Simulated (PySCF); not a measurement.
**Worked example: entropy of an ideal gas**

ZnH, SMILES [ZnH+] (connectivity only; charge and spin as stated), charge +1, multiplicity 1.

Coordinates come from a PBE0-D3(BJ)/def2-TZVPD optimisation. The spin state was assumed, not searched.

PBE0-D3(BJ)/def2-TZVPD (PySCF 2.14.0) gives the harmonic wavenumbers 1907 cm⁻¹ and the rotational temperature 10.3887 K. The molar mass is 66.39 g/mol, the symmetry number 1, the spin multiplicity 1.

Task: Work out the entropy at 298.15 K and 1 atm in the rigid-rotor, harmonic-oscillator model.

Result: 
Translation (Sackur–Tetrode at 1 atm): S = R[1.5 ln M + 2.5 ln T − 1.16487] = 161.1 J/(mol K).
Rotation: q = T/(σ θ) = 28.7, S = R[ln q + 1] = 36.2 J/(mol K).
Vibration: with u = 1.4388 ν/T, each mode gives R[u/(e^u − 1) − ln(1 − e^−u)]:
```tsv
ν (cm⁻¹)	modes	u	S (J/(mol K))
1907	1	9.20	0.01
```
These are all the modes. Sum 0.0 J/(mol K).
Spin: R ln 1 = 0.0 J/(mol K).
Total 197.3 J/(mol K); the program's own thermochemistry gives 197.3. Translation makes up 82 % and vibration 0 %. Anharmonicity, hindered rotation and orbital degeneracy are left out.
